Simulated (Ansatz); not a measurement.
Geometry optimisation of the cluster Hg4O5⁻.

```yaml
crystal:
  periodic: [false, false, false]
  atoms:
    - {symbol: Hg, position_ang: [0.885260, 0.864550, 0.700740]}
    - {symbol: Hg, position_ang: [-1.371330, -1.902960, 0.747200]}
    - {symbol: Hg, position_ang: [-1.174460, -0.984680, -1.777360]}
    - {symbol: Hg, position_ang: [1.078690, 0.114470, -2.578410]}
    - {symbol: O, position_ang: [-1.878730, 0.945730, -0.735500]}
    - {symbol: O, position_ang: [-1.263860, 0.849830, 0.495480]}
    - {symbol: O, position_ang: [0.846390, -1.006910, 1.639340]}
    - {symbol: O, position_ang: [1.877580, 1.031780, -0.974040]}
    - {symbol: O, position_ang: [1.000450, 0.088190, 2.482550]}
basis:
  gaussian: {orbitals: def2-SVP}
total_charge: -1
magnetization: {spin_polarized: true, initial_magnetization: 1}
hamiltonian: {xc: pbe, dispersion: d4}
scf: {lower_state_search: "off"}
output: {orbitals: {seedname: orbitals}}
relax: {f_tol: 0.03, max_steps: 70}
```

```sh
$ ansatz run in.yaml --threads 4 --pin off --events-out ev --progress --plain --max-ram 6963MiB
```

It prints (some lines left out):

```
Functional definition: PBE
mean field -26919.95569157 eV, -989.2901246640 hartree, gradient 2.7e-6 eV, S^2 0.888010; 0 other end points of the search recorded, 0 dependent functions left out
relax step   1: F+E_penalty+E_count = -26920.51109479 eV  Δ(F+E_penalty+E_count) = +0.000e0 eV  max|allowed force component| = 4.386e0 eV/Å  Δτ_max = 0.0000 Å  (71 SCF iters, accepted)
mean field -26921.81457990 eV, -989.3584375499 hartree, gradient 4.9e-6 eV, S^2 1.379969; 0 other end points of the search recorded, 0 dependent functions left out
relax step   2: F+E_penalty+E_count = -26922.33558095 eV  Δ(F+E_penalty+E_count) = -1.824e0 eV  max|allowed force component| = 1.862e0 eV/Å  Δτ_max = 0.1949 Å  (74 SCF iters, accepted)
mean field -26922.80466382 eV, -989.3948224631 hartree, gradient 3.1e-6 eV, S^2 1.601470; 0 other end points of the search recorded, 0 dependent functions left out
relax step   3: F+E_penalty+E_count = -26923.30172073 eV  Δ(F+E_penalty+E_count) = -9.661e-1 eV  max|allowed force component| = 1.369e0 eV/Å  Δτ_max = 0.1948 Å  (83 SCF iters, accepted)
mean field -26923.33887426 eV, -989.4144543344 hartree, gradient 2.0e-6 eV, S^2 1.683361; 0 other end points of the search recorded, 0 dependent functions left out
relax step   4: F+E_penalty+E_count = -26923.81400484 eV  Δ(F+E_penalty+E_count) = -5.123e-1 eV  max|allowed force component| = 9.112e-1 eV/Å  Δτ_max = 0.1948 Å  (44 SCF iters, accepted)
mean field -26923.53720851 eV, -989.4217429838 hartree, gradient 1.3e-6 eV, S^2 1.708257; 0 other end points of the search recorded, 0 dependent functions left out
relax step   5: F+E_penalty+E_count = -26924.00411965 eV  Δ(F+E_penalty+E_count) = -1.901e-1 eV  max|allowed force component| = 5.378e-1 eV/Å  Δτ_max = 0.1999 Å  (50 SCF iters, accepted)
mean field -26923.68733949 eV, -989.4272601956 hartree, gradient 4.8e-6 eV, S^2 1.735273; 0 other end points of the search recorded, 0 dependent functions left out
relax step   6: F+E_penalty+E_count = -26924.14533707 eV  Δ(F+E_penalty+E_count) = -1.412e-1 eV  max|allowed force component| = 6.011e-1 eV/Å  Δτ_max = 0.1927 Å  (44 SCF iters, accepted)
mean field -26923.72894883 eV, -989.4287893106 hartree, gradient 6.3e-6 eV, S^2 1.739202; 0 other end points of the search recorded, 0 dependent functions left out
relax step   7: F+E_penalty+E_count = -26924.18434789 eV  Δ(F+E_penalty+E_count) = -3.901e-2 eV  max|allowed force component| = 3.091e-1 eV/Å  Δτ_max = 0.1995 Å  (37 SCF iters, accepted)
mean field -26923.75827086 eV, -989.4298668753 hartree, gradient 1.7e-6 eV, S^2 1.741987; 0 other end points of the search recorded, 0 dependent functions left out
relax step   8: F+E_penalty+E_count = -26924.21218084 eV  Δ(F+E_penalty+E_count) = -2.783e-2 eV  max|allowed force component| = 9.530e-2 eV/Å  Δτ_max = 0.1977 Å  (38 SCF iters, accepted)
mean field -26923.77449157 eV, -989.4304629753 hartree, gradient 5.5e-6 eV, S^2 1.744560; 0 other end points of the search recorded, 0 dependent functions left out
relax step   9: F+E_penalty+E_count = -26924.23528254 eV  Δ(F+E_penalty+E_count) = -2.310e-2 eV  max|allowed force component| = 3.116e-1 eV/Å  Δτ_max = 0.1999 Å  (37 SCF iters, accepted)
mean field -26923.78383432 eV, -989.4308063152 hartree, gradient 5.9e-6 eV, S^2 1.743371; 0 other end points of the search recorded, 0 dependent functions left out
relax step  10: F+E_penalty+E_count = -26924.24851932 eV  Δ(F+E_penalty+E_count) = -1.324e-2 eV  max|allowed force component| = 2.122e-1 eV/Å  Δτ_max = 0.1997 Å  (39 SCF iters, accepted)
mean field -26923.79401033 eV, -989.4311802767 hartree, gradient 4.0e-6 eV, S^2 1.744391; 0 other end points of the search recorded, 0 dependent functions left out
relax step  11: F+E_penalty+E_count = -26924.26166643 eV  Δ(F+E_penalty+E_count) = -1.315e-2 eV  max|allowed force component| = 2.254e-1 eV/Å  Δτ_max = 0.1996 Å  (38 SCF iters, accepted)
mean field -26923.79842322 eV, -989.4313424474 hartree, gradient 1.9e-6 eV, S^2 1.746727; 0 other end points of the search recorded, 0 dependent functions left out
relax step  12: F+E_penalty+E_count = -26924.27202130 eV  Δ(F+E_penalty+E_count) = -1.035e-2 eV  max|allowed force component| = 4.543e-1 eV/Å  Δτ_max = 0.1952 Å  (39 SCF iters, accepted)
mean field -26923.80527264 eV, -989.4315941588 hartree, gradient 4.6e-6 eV, S^2 1.749556; 0 other end points of the search recorded, 0 dependent functions left out
relax step  13: F+E_penalty+E_count = -26924.28360189 eV  Δ(F+E_penalty+E_count) = -1.158e-2 eV  max|allowed force component| = 6.395e-1 eV/Å  Δτ_max = 0.1951 Å  (38 SCF iters, accepted)
mean field -26923.81050266 eV, -989.4317863587 hartree, gradient 6.9e-6 eV, S^2 1.751478; 0 other end points of the search recorded, 0 dependent functions left out
relax step  14: F+E_penalty+E_count = -26924.29126011 eV  Δ(F+E_penalty+E_count) = -7.658e-3 eV  max|allowed force component| = 7.994e-1 eV/Å  Δτ_max = 0.1912 Å  (39 SCF iters, accepted)
mean field -26923.85532848 eV, -989.4334336771 hartree, gradient 2.0e-6 eV, S^2 1.753616; 0 other end points of the search recorded, 0 dependent functions left out
relax step  15: F+E_penalty+E_count = -26924.33994800 eV  Δ(F+E_penalty+E_count) = -4.869e-2 eV  max|allowed force component| = 2.173e-1 eV/Å  Δτ_max = 0.2000 Å  (43 SCF iters, accepted)
mean field -26923.89215481 eV, -989.4347870198 hartree, gradient 2.1e-6 eV, S^2 1.756220; 0 other end points of the search recorded, 0 dependent functions left out
relax step  16: F+E_penalty+E_count = -26924.38058585 eV  Δ(F+E_penalty+E_count) = -4.064e-2 eV  max|allowed force component| = 1.092e-1 eV/Å  Δτ_max = 0.1985 Å  (42 SCF iters, accepted)
mean field -26923.92881474 eV, -989.4361342472 hartree, gradient 2.5e-6 eV, S^2 1.758253; 0 other end points of the search recorded, 0 dependent functions left out
relax step  17: F+E_penalty+E_count = -26924.41463507 eV  Δ(F+E_penalty+E_count) = -3.405e-2 eV  max|allowed force component| = 2.004e-1 eV/Å  Δτ_max = 0.1979 Å  (42 SCF iters, accepted)
mean field -26923.94610755 eV, -989.4367697465 hartree, gradient 1.8e-6 eV, S^2 1.758983; 0 other end points of the search recorded, 0 dependent functions left out
relax step  18: F+E_penalty+E_count = -26924.44015687 eV  Δ(F+E_penalty+E_count) = -2.552e-2 eV  max|allowed force component| = 1.950e-1 eV/Å  Δτ_max = 0.1939 Å  (44 SCF iters, accepted)
mean field -26923.95445174 eV, -989.4370763895 hartree, gradient 2.1e-6 eV, S^2 1.758505; 0 other end points of the search recorded, 0 dependent functions left out
relax step  19: F+E_penalty+E_count = -26924.44972541 eV  Δ(F+E_penalty+E_count) = -9.569e-3 eV  max|allowed force component| = 1.110e-1 eV/Å  Δτ_max = 0.0683 Å  (37 SCF iters, accepted)
mean field -26923.95547436 eV, -989.4371139702 hartree, gradient 2.0e-6 eV, S^2 1.757947; 0 other end points of the search recorded, 0 dependent functions left out
relax step  20: F+E_penalty+E_count = -26924.45367401 eV  Δ(F+E_penalty+E_count) = -3.949e-3 eV  max|allowed force component| = 1.893e-1 eV/Å  Δτ_max = 0.0684 Å  (36 SCF iters, accepted)
mean field -26923.95951495 eV, -989.4372624593 hartree, gradient 2.1e-6 eV, S^2 1.758151; 0 other end points of the search recorded, 0 dependent functions left out
relax step  21: F+E_penalty+E_count = -26924.45627887 eV  Δ(F+E_penalty+E_count) = -2.605e-3 eV  max|allowed force component| = 1.532e-1 eV/Å  Δτ_max = 0.0604 Å  (36 SCF iters, accepted)
mean field -26923.96342974 eV, -989.4374063252 hartree, gradient 4.1e-6 eV, S^2 1.758326; 0 other end points of the search recorded, 0 dependent functions left out
relax step  22: F+E_penalty+E_count = -26924.45847906 eV  Δ(F+E_penalty+E_count) = -2.200e-3 eV  max|allowed force component| = 1.697e-1 eV/Å  Δτ_max = 0.0851 Å  (36 SCF iters, accepted)
mean field -26923.96634407 eV, -989.4375134248 hartree, gradient 1.9e-6 eV, S^2 1.758318; 0 other end points of the search recorded, 0 dependent functions left out
relax step  23: F+E_penalty+E_count = -26924.45982263 eV  Δ(F+E_penalty+E_count) = -1.344e-3 eV  max|allowed force component| = 1.164e-1 eV/Å  Δτ_max = 0.0547 Å  (36 SCF iters, accepted)
mean field -26923.97055435 eV, -989.4376681498 hartree, gradient 2.7e-6 eV, S^2 1.758205; 0 other end points of the search recorded, 0 dependent functions left out
relax step  24: F+E_penalty+E_count = -26924.46080538 eV  Δ(F+E_penalty+E_count) = -9.827e-4 eV  max|allowed force component| = 6.705e-2 eV/Å  Δτ_max = 0.0633 Å  (35 SCF iters, accepted)
mean field -26923.97226396 eV, -989.4377309767 hartree, gradient 9.5e-6 eV, S^2 1.758251; 0 other end points of the search recorded, 0 dependent functions left out
relax step  25: F+E_penalty+E_count = -26924.46119287 eV  Δ(F+E_penalty+E_count) = -3.875e-4 eV  max|allowed force component| = 2.704e-2 eV/Å  Δτ_max = 0.0384 Å  (30 SCF iters, accepted)
mean field -26923.97401417 eV, -989.4377952958 hartree, gradient 1.8e-6 eV, S^2 1.758347; 0 other end points of the search recorded, 0 dependent functions left out
relax step  26: F+E_penalty+E_count = -26924.46142020 eV  Δ(F+E_penalty+E_count) = -2.273e-4 eV  max|allowed force component| = 2.557e-2 eV/Å  Δτ_max = 0.0382 Å  (33 SCF iters, accepted)
Total energy: -26924.46146613 eV, -989.4557088246 hartree
Atom 0 at     1.376136     0.026539     0.519295 Å, force     0.003039     0.003396    -0.012099 eV/Å
Atom 1 at    -1.230709    -2.073570     1.288381 Å, force     0.001653    -0.001359     0.003793 eV/Å
Atom 2 at    -0.560999    -1.480997    -2.453211 Å, force     0.000994    -0.000099    -0.003526 eV/Å
Atom 3 at     0.907381     2.201335    -2.866716 Å, force     0.001845    -0.005429     0.002660 eV/Å
Atom 4 at    -2.159639     0.926058    -1.127686 Å, force    -0.006803    -0.000150    -0.024457 eV/Å
Atom 5 at    -1.895887     0.995563     0.070627 Å, force     0.005060     0.002842     0.025574 eV/Å
Atom 6 at     0.735645    -0.709627     3.331872 Å, force     0.004999     0.002008     0.002975 eV/Å
Atom 7 at     1.213141     0.126550    -1.433677 Å, force    -0.001152     0.003824     0.003040 eV/Å
Atom 8 at     1.614922    -0.011850     2.671115 Å, force    -0.009636    -0.005033     0.002041 eV/Å
Dipole moment:    -0.161030    -0.263211     0.046977 e Å
Checks for a lower state left out: stability, starts, cluster_reference, orbital_swaps, neighbouring_geometries, increment
```

It took 2.6 min on 4 threads of Arm Neoverse V2 on a shared host.

In the def2 sets Hg takes a core potential; there is no spin–orbit coupling. The charge -1 doublet is spin-contaminated (final ⟨S²⟩ up to 1.76, 0.75 for a pure state). The relaxation made no stability test and no search for a lower SCF solution. The structure comes from a short search, and lower isomers may exist.
